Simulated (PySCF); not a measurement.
Question: What does the PBE0-D3(BJ)/def2-SVP structure of `FC(F)[C@]1(C(F)(F)F)COBO1` look like in three dimensions?

Answer: 
```
atom  x, y, z in Å
F1    -0.376   -2.222    0.648
C2    -1.093   -1.086    0.557
F3    -2.040   -1.263   -0.384
C4    -0.150    0.042    0.139
C5    -0.889    1.378    0.025
F6    -1.584    1.640    1.130
F7    -1.732    1.371   -1.005
F8    -0.017    2.365   -0.163
C9     0.634   -0.293   -1.155
O10    1.987   -0.332   -0.749
B11    2.057   -0.059    0.575
O12    0.827    0.171    1.143
H13   -1.569   -0.882    1.529
H14    0.498    0.472   -1.933
H15    0.335   -1.267   -1.568
H16    3.078   -0.015    1.199
```

Any rigid rotation of these coordinates is as good. Atoms count from 1 in this order. The 5-membered ring C4–C9–O10–B11–O12 has internal angles of 104.5° to 113.1°; it is planar, 0.00 Å rms from its mean plane, widest ring torsion 0°. Of the pairs four or more bonds apart, F3···F7 is among the closest relative to their van der Waals radii: 2.72 Å, 93 % of the sum of Bondi's values. The 3 C–C bonds span 1.529 Å (C2–C4, drawn single) to 1.549 Å (C4–C9, drawn single), a spread of 0.020 Å. B11 (three-coordinate boron) is planar (angles 124.2°, 122.8° and 113.1°, sum 360.0°, 0.00 Å off the plane of its three neighbours).

Bonds between heavy atoms (Å): F1–C2 1.346, C2–F3 1.346, C2–C4 1.529, C4–C5 1.531, C5–F6 1.331, C5–F7 1.331, C5–F8 1.331, C4–C9 1.549, C9–O10 1.413, O10–B11 1.354, B11–O12 1.374, C4–O12 1.407.

Level of theory: PBE0-D3(BJ)/def2-SVP geometry optimisation, gas phase (PySCF 2.14.0).

Point group: C1 (no symmetry element, even within 0.4 Å). No PBE0-D3(BJ)/def2-SVP frequencies stand behind this structure, so it isn't proved a minimum. One conformer, not necessarily the lowest (F1–C2–C4–C5 -179°).
